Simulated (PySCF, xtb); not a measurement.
Mg(Me)(NH2) (CH₅MgN), SMILES [CH3][Mg][NH2].

GFN2-xTB run with xtb 6.7.1 at its own geometry gives an orbital gap of 2.03 eV and a dipole moment of 2.59 D.

Coordinates come from a PBE-D3(BJ)/def2-TZVP optimisation. The values are those of a single conformer.

Problem. What does CAM-B3LYP/def2-TZVPD in PySCF give? (The exact figures need the calculation; the answer reports its results.)

Solution. gap 7.55 eV (levels -7.64 and -0.09 eV), dipole 0.18 D.
